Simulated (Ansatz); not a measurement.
A run for Ansatz (an electronic-structure program): R-PBE/def2-TZVPP on HNaO (SMILES [OH][Na]), atoms moved off the minimum.

Ansatz 0.2 input:
```yaml
crystal:
  periodic: [false, false, false]
  atoms:
    - {symbol: Na, position_ang: [-0.00495189, 0.01531971, -0.88012293]}
    - {symbol: O, position_ang: [-0.02687524, 0.03076766, 0.97975093]}
    - {symbol: H, position_ang: [0.11763746, 0.00737466, 1.95971704]}
basis:
  gaussian:
    orbitals: def2-TZVPP
hamiltonian:
  xc: {name: PBE}
scf: {lower_state_search: off}
output: {forces: true}
```

It printed:

```
WARN ansatz: RAYON_NUM_THREADS=1 ignored (pool sized by the plan → 1); use --threads N
Functional definition: PBE
these checks for a lower state are left out or cut short: stability, starts, cluster_reference, orbital_swaps, neighbouring_geometries, increment
integrals: 0.01 GiB planned
487 factors; their error is unknown
mean field: 0.14 GiB planned
mean field evaluation 1: about -6464.7106 eV, gradient 7.8e1 eV
mean field evaluation 2: about -6297.0323 eV, gradient 1.9e2 eV
mean field evaluation 4: about -6475.2479 eV, gradient 5.0e0 eV
mean field evaluation 8: about -6475.2829 eV, gradient 1.2e-1 eV
mean field evaluation 16: about -6475.2829 eV, gradient 4.2e-6 eV
mean field -6475.28292984 eV, -237.9622585674 hartree, gradient 4.2e-6 eV, S^2 0.000000; 0 other end points of the search recorded, 0 dependent functions left out
the calculation of the forces begins
reference -6475.28297793 eV, -237.9622603343 hartree; 10, 10 occupied and 67, 67 virtual orbitals, 487 factors
Total energy: -6475.28297793 eV, -237.9622603343 hartree
Atom 0 at    -0.004952     0.015320    -0.880123 Å, force     0.003601    -0.007631    -1.165332 eV/Å
Atom 1 at    -0.026875     0.030768     0.979751 Å, force     0.219617    -0.029275     2.548572 eV/Å
Atom 2 at     0.117637     0.007375     1.959717 Å, force    -0.223218     0.036906    -1.383240 eV/Å
Dipole moment:     0.033472    -0.013845    -1.195485 e Å
Checks for a lower state left out: stability, starts, cluster_reference, orbital_swaps, neighbouring_geometries, increment
```

Self-consistency was reached.

Cost: very roughly 0.8 core-seconds.
